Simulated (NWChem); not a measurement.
System: C2H9N2 cation; SMILES [NH3+]CCN

Input file for NWChem:

```
start job
memory heap 200 mb stack 900 mb global 1100 mb
charge 1
geometry units angstroms noautosym nocenter noautoz
  N     -0.218815    -1.900391    -0.022142
  C      0.491308    -0.655142    -0.056583
  C     -0.535296     0.468554     0.048128
  N      0.111965     1.824958     0.016615
  H     -0.481653    -2.234644    -0.945140
  H      0.301248    -2.636521     0.444274
  H      1.170607    -0.598021     0.810971
  H      1.123632    -0.496101    -0.957293
  H     -1.249297     0.438636    -0.787305
  H     -1.098907     0.390720     0.987474
  H     -0.578846     2.584318     0.070457
  H      0.764622     1.951540     0.801942
  H      0.654658     1.965886    -0.846262
end
basis spherical
  N library def2-svp
  C library def2-svp
  H library def2-svp
end
dft
  xc xpbe96 cpbe96
  iterations 150
end
cosmo
  do_cosmo_smd true
  solvent meg
end
task dft energy
```

Output (shortened):

```
             Northwest Computational Chemistry Package (NWChem) 7.3.0
             --------------------------------------------------------

                             Geometry "geometry" -> ""
                             -------------------------

 Output coordinates in angstroms (scale by  1.889725989 to convert to a.u.)

  No.       Tag          Charge          X              Y              Z
 ---- ---------------- ---------- -------------- -------------- --------------
    1 N                    7.0000    -0.21881500    -1.90039100    -0.02214200
    2 C                    6.0000     0.49130800    -0.65514200    -0.05658300
    3 C                    6.0000    -0.53529600     0.46855400     0.04812800
    4 N                    7.0000     0.11196500     1.82495800     0.01661500
    5 H                    1.0000    -0.48165300    -2.23464400    -0.94514000
    6 H                    1.0000     0.30124800    -2.63652100     0.44427400
    7 H                    1.0000     1.17060700    -0.59802100     0.81097100
    8 H                    1.0000     1.12363200    -0.49610100    -0.95729300
    9 H                    1.0000    -1.24929700     0.43863600    -0.78730500
   10 H                    1.0000    -1.09890700     0.39072000     0.98747400
   11 H                    1.0000    -0.57884600     2.58431800     0.07045700
   12 H                    1.0000     0.76462200     1.95154000     0.80194200
   13 H                    1.0000     0.65465800     1.96588600    -0.84626200

 Effective nuclear repulsion energy (a.u.)     140.1741755669

  pbe96 is a nonlocal functional; adding pw91lda local functional.

                                 NWChem DFT Module
                                 -----------------

 Summary of "ao basis" -> "ao basis" (spherical)
 ------------------------------------------------------------------------------
       Tag                 Description            Shells   Functions and Types
 ---------------- ------------------------------  ------  ---------------------
 N                          def2-svp                 6       14   3s2p1d
 C                          def2-svp                 6       14   3s2p1d
 H                          def2-svp                 3        5   2s1p

 in cosmo_initialize ...
 calling solv_data for solv:meg

 solvent parameters
 solvname_short: meg
 solvname_long:  1,2-ethanediol
 dielec:       40.2450
 dielecinf:     2.0501
 nonaqueous SMD model solvent descriptors
 dielec:       40.2450
 sola:          0.5800
 solb:          0.7800
 solc:          0.0000
 solg:         69.0700
 solh:          0.0000
 soln:          1.4318

          ---------------
          -cosmo- solvent
          ---------------
 Cosmo: York-Karplus, doi: 10.1021/jp992097l
 dielectric constant -eps-     =  40.24
 screen = (eps-1)/(eps    )    =   0.97515
 surface charge correction     = lagrangian

   van der Waals surface
 --------------------------

 ---------- ATOMIC COORDINATES (A.U.) ------------ VDWR(ANG.) --
     1   -0.41350039   -3.59121826   -0.04184231     1.890
     2    0.92843750   -1.23803886   -0.10692637     1.850
     3   -1.01156276    0.88543867    0.09094873     1.850
     4    0.21158317    3.44867056    0.03139780     1.890
     5   -0.91019219   -4.22286484   -1.78605562     1.200
     6    0.56927617   -4.98230225    0.83955612     1.200
     7    2.21212647   -1.13009583    1.53251297     1.200
     8    2.12335659   -0.93749495   -1.80902146     1.200
     9   -2.36082901    0.82890185   -1.48779072     1.200
    10   -2.07663312    0.73835374    1.86605528     1.200
    11   -1.09386033    4.88365289    0.13314442     1.200
    12    1.44492606    3.68787586    1.51545064     1.200
    13    1.23712424    3.71498586   -1.59920329     1.200
 number of segments per atom =        128
 number of   points per atom =        128
 atom (   nspa,  nppa )
 ----------------------
    1 (     74,     0 )       0
    2 (     36,     0 )       0
    3 (     35,     0 )       0
    4 (     66,     0 )       0
    5 (     45,     0 )       0
    6 (     49,     0 )       0
    7 (     53,     0 )       0
    8 (     55,     0 )       0
    9 (     56,     0 )       0
   10 (     56,     0 )       0
   11 (     49,     0 )       0
   12 (     49,     0 )       0
   13 (     46,     0 )       0
 number of -cosmo- surface points =      669
 molecular surface =    110.639 angstrom**2
 molecular volume  =     85.258 angstrom**3
 -lineq- algorithm             =   0
 -bem- low  level              =   3
 -bem- from -octahedral-
 gaussian surface charge width =   4.50000
 degree of switching           =   1.00000
 switching function tolerance  =   0.00010
 atomic radii =
 --------------
    1  7.000  1.890
    2  6.000  1.850
    3  6.000  1.850
    4  7.000  1.890
    5  1.000  1.200
    6  1.000  1.200
    7  1.000  1.200
    8  1.000  1.200
    9  1.000  1.200
   10  1.000  1.200
   11  1.000  1.200
   12  1.000  1.200
   13  1.000  1.200
 ...... end of -cosmo- initialization ......

 nat:                    13
 ixmem:                  9153
 calling mnsol_interface()
 G(SMD-CDS) energy (kcal/mol)  =     1.773
 SMD-CDS SASA (angstrom**2)    =   139.259

            General Information
            -------------------
          SCF calculation type: DFT
          Wavefunction type:  closed shell.
          No. of atoms     :    13
          No. of electrons :    34
           Alpha electrons :    17
            Beta electrons :    17
          Charge           :     1
          Spin multiplicity:     1
          Use of symmetry is: off; symmetry adaption is: off
          Maximum number of iterations: 150
          AO basis - number of functions:   101
                     number of shells:    51
          Convergence on energy requested:  1.00D-06
          Convergence on density requested:  1.00D-05
          Convergence on gradient requested:  5.00D-04

              XC Information
              --------------
          PerdewBurkeErnzerhof Exchange Functional  1.000
            Perdew 1991 LDA Correlation Functional  1.000 local
           PerdewBurkeErnz. Correlation Functional  1.000 non-local

             Grid Information
             ----------------
          Grid used for XC integration:  medium
          Radial quadrature: Mura-Knowles
          Angular quadrature: Lebedev.
          Tag              B.-S. Rad. Rad. Pts. Rad. Cut. Ang. Pts.
          ---              ---------- --------- --------- ---------
          N                   0.65       49          11.0       434
          C                   0.70       49          10.0       434
          H                   0.35       45          13.0       434
          Grid pruning is: on
          Number of quadrature shells:   601
          Spatial weights used:  Erf1

      Superposition of Atomic Density Guess
      -------------------------------------

 Sum of atomic energies:        -188.23149531

 Renormalizing density from      35.00 to     34

      Non-variational initial energy
      ------------------------------

 Total energy =    -187.173726
 1-e energy   =    -514.693516
 2-e energy   =     187.345614
 HOMO         =      -0.615969
 LUMO         =      -0.176092

   convergence    iter        energy       DeltaE   RMS-Dens  Diis-err
 ---------------- ----- ----------------- --------- --------- ---------
     COSMO gas phase
 d= 0,ls=0.0,diis     1   -190.3577287418 -3.31D+02  7.09D-02  1.22D+00
 d= 0,ls=0.0,diis     2   -188.5787121076  1.78D+00  7.04D-02  7.34D+00
 d= 0,ls=0.0,diis     3   -190.4078991376 -1.83D+00  5.12D-03  6.49D-01
 d= 0,ls=0.0,diis     4   -190.4724822724 -6.46D-02  3.50D-03  1.17D-01
 d= 0,ls=0.0,diis     5   -190.4862677844 -1.38D-02  1.77D-03  2.29D-02
  Resetting Diis
 d= 0,ls=0.0,diis     6   -190.4886669665 -2.40D-03  5.29D-04  3.43D-03
 d= 0,ls=0.0,diis     7   -190.4890500147 -3.83D-04  2.22D-04  1.44D-04
 d= 0,ls=0.0,diis     8   -190.4890276155  2.24D-05  1.31D-04  3.46D-04
 d= 0,ls=0.0,diis     9   -190.4890664475 -3.88D-05  2.09D-05  2.44D-06
 d= 0,ls=0.0,diis    10   -190.4890667137 -2.66D-07  4.15D-06  1.94D-07

   convergence    iter        energy       DeltaE   RMS-Dens  Diis-err
 ---------------- ----- ----------------- --------- --------- ---------
     COSMO solvation phase
 d= 0,ls=0.0,diis     1   -190.5987802705 -1.10D-01  4.23D-03  1.01D-02
 d= 0,ls=0.0,diis     2   -190.6014769968 -2.70D-03  1.05D-03  4.41D-03
 d= 0,ls=0.0,diis     3   -190.6017791688 -3.02D-04  3.41D-04  2.54D-03
 d= 0,ls=0.0,diis     4   -190.6020448242 -2.66D-04  3.82D-05  1.68D-05
 d= 0,ls=0.0,diis     5   -190.6020446791  1.45D-07  1.45D-05  3.33D-06
 d= 0,ls=0.0,diis     6   -190.6020461017 -1.42D-06  4.03D-06  3.18D-07
 d= 0,ls=0.0,diis     7   -190.6020458914  2.10D-07  5.34D-07  4.34D-09

         Total DFT energy =     -190.602045891354
      One electron energy =     -520.300012172002
           Coulomb energy =      223.361296174548
    Exchange-Corr. energy =      -27.498046837373
 Nuclear repulsion energy =      140.174175566929

             COSMO energy =       -6.339458623456

 Numeric. integr. density =       34.000001160902

                                COSMO-SMD solvation results
                                ---------------------------

             internal energy in gas <Psi(g)|H|Psi(g)> =      -190.489066713721
         internal energy in solvent <Psi(s)|H|Psi(s)> =      -190.485102215859
                               delta internal energy  =         0.003964497863 (    2.49 kcal/mol)
   total free energy in solvent <Psi(s)|H+V/2|Psi(s)> =      -190.604871983998
 polarization energy contribution <Psi(s)|V/2|Psi(s)> =        -0.119769768139 (  -75.16 kcal/mol)
    total free energy in solvent including G(SMD-CDS) =      -190.602045891354
                       G(SMD-CDS) energy contribution =         0.002826092644 (    1.77 kcal/mol)
     1 M fixed-concentration free energy of solvation =        -0.112979177632 (  -70.90 kcal/mol)

                       DFT Final Molecular Orbital Analysis
                       ------------------------------------

 Vector   15  Occ=2.000000D+00  E=-3.484529D-01
              MO Center= -1.5D-01, -1.2D-01,  1.0D-01, r^2= 2.4D+00
   Bfn.  Coefficient  Atom+Function         Bfn.  Coefficient  Atom+Function
  ----- ------------  ---------------      ----- ------------  ---------------
    32      0.306954   3 C  px               82     -0.254151  10 H  s
    18     -0.249333   2 C  px               19      0.245196   2 C  py
    34     -0.191767   3 C  pz               33     -0.170904   3 C  py
     6     -0.145733   1 N  pz               35      0.131166   3 C  px
    72     -0.129397   8 H  s                87      0.109218  11 H  s

 Vector   16  Occ=2.000000D+00  E=-3.079111D-01
              MO Center=  2.2D-01, -4.8D-01,  4.1D-02, r^2= 2.6D+00
   Bfn.  Coefficient  Atom+Function         Bfn.  Coefficient  Atom+Function
  ----- ------------  ---------------      ----- ------------  ---------------
    20      0.330538   2 C  pz               67      0.322400   7 H  s
    34     -0.225089   3 C  pz               77      0.221594   9 H  s
    72     -0.206930   8 H  s                82     -0.172859  10 H  s
    68      0.171440   7 H  s                57      0.148734   5 H  s
    62     -0.136144   6 H  s                78      0.135258   9 H  s

 Vector   17  Occ=2.000000D+00  E=-1.968747D-01
              MO Center= -2.3D-01, -1.6D+00, -1.8D-03, r^2= 1.5D+00
   Bfn.  Coefficient  Atom+Function         Bfn.  Coefficient  Atom+Function
  ----- ------------  ---------------      ----- ------------  ---------------
     4      0.445044   1 N  px                7     -0.360014   1 N  px
    31     -0.309977   3 C  s                 6     -0.285478   1 N  pz
     3      0.280444   1 N  s                 9      0.233175   1 N  pz
    72      0.183276   8 H  s                73      0.138577   8 H  s
     2      0.135278   1 N  s                35     -0.126530   3 C  px

 Vector   18  Occ=0.000000D+00  E= 8.328015D-03
              MO Center=  1.9D-01,  1.8D+00, -9.1D-04, r^2= 4.4D+00
   Bfn.  Coefficient  Atom+Function         Bfn.  Coefficient  Atom+Function
  ----- ------------  ---------------      ----- ------------  ---------------
    45      1.220811   4 N  s                31      0.605844   3 C  s
    88     -0.607126  11 H  s                98     -0.593603  13 H  s
    93     -0.586866  12 H  s                78     -0.377935   9 H  s
    83     -0.358708  10 H  s                17      0.338724   2 C  s
    44      0.329022   4 N  s                73     -0.261219   8 H  s

 Vector   19  Occ=0.000000D+00  E= 3.566710D-02
              MO Center=  2.5D-01, -1.4D+00, -1.9D-01, r^2= 5.5D+00
   Bfn.  Coefficient  Atom+Function         Bfn.  Coefficient  Atom+Function
  ----- ------------  ---------------      ----- ------------  ---------------
    17      1.133941   2 C  s                 3      1.019914   1 N  s
    68     -0.710952   7 H  s                63     -0.696956   6 H  s
    73     -0.690939   8 H  s                58     -0.652644   5 H  s
    31      0.396607   3 C  s                21      0.365809   2 C  px
    78     -0.349335   9 H  s                22      0.326686   2 C  py

 Vector   20  Occ=0.000000D+00  E= 5.570252D-02
              MO Center=  3.5D-01,  5.1D-01,  8.3D-02, r^2= 6.1D+00
   Bfn.  Coefficient  Atom+Function         Bfn.  Coefficient  Atom+Function
  ----- ------------  ---------------      ----- ------------  ---------------
    68      0.802988   7 H  s                93      0.755810  12 H  s
    78     -0.688838   9 H  s                98     -0.618890  13 H  s
    83      0.598858  10 H  s                73     -0.552945   8 H  s
    23     -0.487935   2 C  pz               37     -0.433793   3 C  pz
    58     -0.388497   5 H  s                51     -0.377775   4 N  pz

     Multipole analysis of the density
     ---------------------------------

     L   x y z        total         alpha         beta         nuclear
     -   - - -        -----         -----         ----         -------
     0   0 0 0      1.000000    -17.000000    -17.000000     35.000000

     1   1 0 0      0.621276      0.694077      0.694077     -0.766877
     1   0 1 0      2.779956      1.656190      1.656190     -0.532423
     1   0 0 1     -0.259110      0.352610      0.352610     -0.964329

     2   2 0 0    -17.299402    -27.688297    -27.688297     38.077191
     2   1 1 0     -0.742583     -0.791789     -0.791789      0.840994
     2   1 0 1      1.048707      0.336633      0.336633      0.375442
     2   0 2 0     -2.170489   -143.448988   -143.448988    284.727487
     2   0 1 1      1.151377     -2.850944     -2.850944      6.853265
     2   0 0 2    -15.939316    -18.080079    -18.080079     20.220842
```

Level: PBE/def2-SVP, SMD on the gas-phase geometry. All runs use the structure optimised with PBE0/def2-SVP. Solvent: ethylene glycol.
